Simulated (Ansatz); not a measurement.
Computed with r2SCAN-D4/def2-SVP run with Ansatz (an electronic-structure program). No frequencies were computed at this level.

Ansatz 0.2 input:
```yaml
crystal:
  periodic: [false, false, false]
  atoms:
    - { symbol: Hf, position_ang: [0.218781, -0.297609, 0.095603] }
    - { symbol: C, position_ang: [-0.42075, -0.59621, 2.268287] }
    - { symbol: H, position_ang: [-1.494146, -0.834043, 2.330134] }
    - { symbol: H, position_ang: [-0.296638, 0.341846, 2.831886] }
    - { symbol: H, position_ang: [0.087223, -1.366537, 2.861367] }
    - { symbol: C, position_ang: [-0.48483, -1.864255, -1.412687] }
    - { symbol: H, position_ang: [-0.067611, -2.876652, -1.348721] }
    - { symbol: H, position_ang: [-0.289502, -1.528701, -2.443124] }
    - { symbol: H, position_ang: [-1.577168, -1.989687, -1.349303] }
    - { symbol: C, position_ang: [2.291717, 0.602217, -0.239591] }
    - { symbol: H, position_ang: [2.36196, 1.028498, -1.25271] }
    - { symbol: H, position_ang: [3.167746, -0.049012, -0.13125] }
    - { symbol: H, position_ang: [2.464923, 1.446968, 0.445247] }
    - { symbol: Br, position_ang: [-1.305233, 1.734681, -0.579835] }
basis:
  gaussian: { orbitals: def2-svp }
hamiltonian:
  xc: r2scan
  dispersion: d4
relax:
  max_steps: 150
```

Output:

```
Functional definition: r2SCAN
1655 factors; their error is unknown
mean field evaluation 1: about -74580.4921 eV, gradient 8.7e1 eV
mean field evaluation 2: about -74519.8000 eV, gradient 1.6e2 eV
mean field evaluation 4: about -74598.8800 eV, gradient 1.9e1 eV
mean field evaluation 8: about -74600.0636 eV, gradient 3.5e-1 eV
mean field evaluation 16: about -74599.9287 eV, gradient 6.6e-4 eV
mean field -74599.92866538 eV, -2741.4968128049 hartree, gradient 2.5e-5 eV, S^2 0.000000; 0 other end points of the search recorded, 0 dependent functions left out
reference -74599.92868990 eV, -2741.4968137058 hartree; 37, 37 occupied and 114, 114 virtual orbitals, 1655 factors
relax step   1: F+E_penalty+E_count = -74600.00068454 eV  Δ(F+E_penalty+E_count) = +0.000e0 eV  max|allowed force component| = 1.428e0 eV/Å  Δτ_max = 0.0000 Å  (29 SCF iters, accepted)
these checks for a lower state are left out or cut short: starts, cluster_reference, orbital_swaps, neighbouring_geometries, increment
1655 factors; their error is unknown
mean field -74600.22866135 eV, -2741.5078374536 hartree, gradient 9.3e-6 eV, S^2 0.000000; 0 other end points of the search recorded, 0 dependent functions left out
reference -74600.22868423 eV, -2741.5078382943 hartree; 37, 37 occupied and 114, 114 virtual orbitals, 1655 factors
relax step   2: F+E_penalty+E_count = -74600.30294686 eV  Δ(F+E_penalty+E_count) = -3.023e-1 eV  max|allowed force component| = 1.106e0 eV/Å  Δτ_max = 0.1942 Å  (34 SCF iters, accepted)
these checks for a lower state are left out or cut short: starts, cluster_reference, orbital_swaps, neighbouring_geometries, increment
1655 factors; their error is unknown
mean field evaluation 32: about -74600.3594 eV, gradient 1.9e-4 eV
mean field -74600.35936295 eV, -2741.5126406488 hartree, gradient 2.3e-5 eV, S^2 0.000000; 0 other end points of the search recorded, 0 dependent functions left out
reference -74600.35938622 eV, -2741.5126415038 hartree; 37, 37 occupied and 114, 114 virtual orbitals, 1655 factors
relax step   3: F+E_penalty+E_count = -74600.43411061 eV  Δ(F+E_penalty+E_count) = -1.312e-1 eV  max|allowed force component| = 3.480e-1 eV/Å  Δτ_max = 0.1945 Å  (36 SCF iters, accepted)
these checks for a lower state are left out or cut short: starts, cluster_reference, orbital_swaps, neighbouring_geometries, increment
1655 factors; their error is unknown
mean field -74600.40288021 eV, -2741.5142398784 hartree, gradient 2.4e-5 eV, S^2 0.000000; 0 other end points of the search recorded, 0 dependent functions left out
reference -74600.40290314 eV, -2741.5142407211 hartree; 37, 37 occupied and 114, 114 virtual orbitals, 1655 factors
relax step   4: F+E_penalty+E_count = -74600.47749010 eV  Δ(F+E_penalty+E_count) = -4.338e-2 eV  max|allowed force component| = 2.833e-1 eV/Å  Δτ_max = 0.1672 Å  (36 SCF iters, accepted)
these checks for a lower state are left out or cut short: starts, cluster_reference, orbital_swaps, neighbouring_geometries, increment
1655 factors; their error is unknown
mean field -74600.42132846 eV, -2741.5149178391 hartree, gradient 1.6e-5 eV, S^2 0.000000; 0 other end points of the search recorded, 0 dependent functions left out
reference -74600.42135136 eV, -2741.5149186808 hartree; 37, 37 occupied and 114, 114 virtual orbitals, 1655 factors
relax step   5: F+E_penalty+E_count = -74600.49637261 eV  Δ(F+E_penalty+E_count) = -1.888e-2 eV  max|allowed force component| = 1.934e-1 eV/Å  Δτ_max = 0.1533 Å  (29 SCF iters, accepted)
these checks for a lower state are left out or cut short: starts, cluster_reference, orbital_swaps, neighbouring_geometries, increment
1655 factors; their error is unknown
mean field -74600.42645255 eV, -2741.5151061461 hartree, gradient 2.3e-5 eV, S^2 0.000000; 0 other end points of the search recorded, 0 dependent functions left out
reference -74600.42647548 eV, -2741.5151069887 hartree; 37, 37 occupied and 114, 114 virtual orbitals, 1655 factors
relax step   6: F+E_penalty+E_count = -74600.50160059 eV  Δ(F+E_penalty+E_count) = -5.228e-3 eV  max|allowed force component| = 1.497e-2 eV/Å  Δτ_max = 0.0279 Å  (30 SCF iters, accepted)
these checks for a lower state are left out or cut short: starts, cluster_reference, orbital_swaps, neighbouring_geometries, increment
1655 factors; their error is unknown
mean field evaluation 64: about -74600.4267 eV, gradient 2.3e-5 eV
mean field -74600.42670106 eV, -2741.5151152785 hartree, gradient 2.3e-5 eV, S^2 0.000000; 0 other end points of the search recorded, 0 dependent functions left out
reference -74600.42672398 eV, -2741.5151161210 hartree; 37, 37 occupied and 114, 114 virtual orbitals, 1655 factors
relax step   7: F+E_penalty+E_count = -74600.50186961 eV  Δ(F+E_penalty+E_count) = -2.690e-4 eV  max|allowed force component| = 9.925e-3 eV/Å  Δτ_max = 0.0159 Å  (30 SCF iters, accepted)
these checks for a lower state are left out or cut short: starts, cluster_reference, orbital_swaps, neighbouring_geometries, increment
1655 factors; their error is unknown
mean field -74600.42674538 eV, -2741.5151169072 hartree, gradient 2.4e-5 eV, S^2 0.000000; 0 other end points of the search recorded, 0 dependent functions left out
reference -74600.42676831 eV, -2741.5151177498 hartree; 37, 37 occupied and 114, 114 virtual orbitals, 1655 factors
relax step   8: F+E_penalty+E_count = -74600.50193213 eV  Δ(F+E_penalty+E_count) = -6.252e-5 eV  max|allowed force component| = 4.484e-3 eV/Å  Δτ_max = 0.0143 Å  (30 SCF iters, accepted)
these checks for a lower state are left out or cut short: starts, cluster_reference, orbital_swaps, neighbouring_geometries, increment
1655 factors; their error is unknown
mean field -74600.42677400 eV, -2741.5151179590 hartree, gradient 2.4e-5 eV, S^2 0.000000; 0 other end points of the search recorded, 0 dependent functions left out
reference -74600.42679693 eV, -2741.5151188016 hartree; 37, 37 occupied and 114, 114 virtual orbitals, 1655 factors
relax step   9: F+E_penalty+E_count = -74600.50196869 eV  Δ(F+E_penalty+E_count) = -3.656e-5 eV  max|allowed force component| = 3.512e-3 eV/Å  Δτ_max = 0.0136 Å  (30 SCF iters, accepted)
these checks for a lower state are left out or cut short: starts, cluster_reference, orbital_swaps, neighbouring_geometries, increment
1655 factors; their error is unknown
mean field -74600.42677469 eV, -2741.5151179844 hartree, gradient 2.3e-5 eV, S^2 0.000000; 0 other end points of the search recorded, 0 dependent functions left out
reference -74600.42679762 eV, -2741.5151188272 hartree; 37, 37 occupied and 114, 114 virtual orbitals, 1655 factors
relax step  10: F+E_penalty+E_count = -74600.50198046 eV  Δ(F+E_penalty+E_count) = -1.177e-5 eV  max|allowed force component| = 3.960e-2 eV/Å  Δτ_max = 0.0524 Å  (29 SCF iters, accepted)
these checks for a lower state are left out or cut short: starts, cluster_reference, orbital_swaps, neighbouring_geometries, increment
1655 factors; their error is unknown
mean field -74600.42690511 eV, -2741.5151227772 hartree, gradient 2.5e-5 eV, S^2 0.000000; 0 other end points of the search recorded, 0 dependent functions left out
reference -74600.42692803 eV, -2741.5151236197 hartree; 37, 37 occupied and 114, 114 virtual orbitals, 1655 factors
relax step  11: F+E_penalty+E_count = -74600.50209958 eV  Δ(F+E_penalty+E_count) = -1.191e-4 eV  max|allowed force component| = 2.031e-2 eV/Å  Δτ_max = 0.0086 Å  (31 SCF iters, accepted)
these checks for a lower state are left out or cut short: starts, cluster_reference, orbital_swaps, neighbouring_geometries, increment
1655 factors; their error is unknown
mean field evaluation 96: about -74600.4270 eV, gradient 2.2e-4 eV
mean field -74600.42699476 eV, -2741.5151260720 hartree, gradient 2.3e-5 eV, S^2 0.000000; 0 other end points of the search recorded, 0 dependent functions left out
reference -74600.42701770 eV, -2741.5151269148 hartree; 37, 37 occupied and 114, 114 virtual orbitals, 1655 factors
relax step  12: F+E_penalty+E_count = -74600.50217463 eV  Δ(F+E_penalty+E_count) = -7.505e-5 eV  max|allowed force component| = 9.789e-3 eV/Å  Δτ_max = 0.0097 Å  (30 SCF iters, accepted)
1655 factors; their error is unknown
mean field -74600.42699476 eV, -2741.5151260720 hartree, gradient 2.3e-5 eV, S^2 0.000000; 1 other end points of the search recorded, 0 dependent functions left out
reference -74600.42701770 eV, -2741.5151269148 hartree; 37, 37 occupied and 114, 114 virtual orbitals, 1655 factors
Total energy: -74600.50219757 eV, -2741.5178897240 hartree
Atom 0 at    -0.056517     0.074393    -0.023528 Å, force    -0.009789     0.007706    -0.002029 eV/Å
Atom 1 at    -0.344972    -0.575732     2.059318 Å, force     0.000906    -0.006600     0.002487 eV/Å
Atom 2 at    -1.344181    -1.023430     2.220357 Å, force     0.004046     0.002751    -0.002393 eV/Å
Atom 3 at    -0.237920     0.254697     2.782213 Å, force    -0.001479     0.001319    -0.000686 eV/Å
Atom 4 at     0.405404    -1.344413     2.329044 Å, force    -0.000285     0.001189    -0.000027 eV/Å
Atom 5 at    -0.412067    -1.717038    -1.251769 Å, force     0.002436    -0.000689    -0.002234 eV/Å
Atom 6 at     0.157265    -2.577712    -0.849956 Å, force     0.000711    -0.002765     0.001187 eV/Å
Atom 7 at    -0.088753    -1.571675    -2.300123 Å, force    -0.000808     0.000224     0.002922 eV/Å
Atom 8 at    -1.478135    -2.011343    -1.275776 Å, force     0.000397     0.002183    -0.000217 eV/Å
Atom 9 at     2.094557     0.499528    -0.213091 Å, force    -0.001239    -0.003322     0.001135 eV/Å
Atom 10 at     2.363296     0.893135    -1.211310 Å, force     0.000330     0.001774     0.000285 eV/Å
Atom 11 at     2.684173    -0.424354    -0.054480 Å, force     0.002596    -0.001445    -0.000385 eV/Å
Atom 12 at     2.437957     1.239527     0.534555 Å, force     0.000193     0.000029    -0.000856 eV/Å
Atom 13 at    -1.523635     2.035919    -0.670151 Å, force     0.001985    -0.002353     0.000809 eV/Å
Dipole moment:     0.243533    -0.325185     0.107153 e Å
```

Cost: about 2.1 core-minutes (a rough figure).
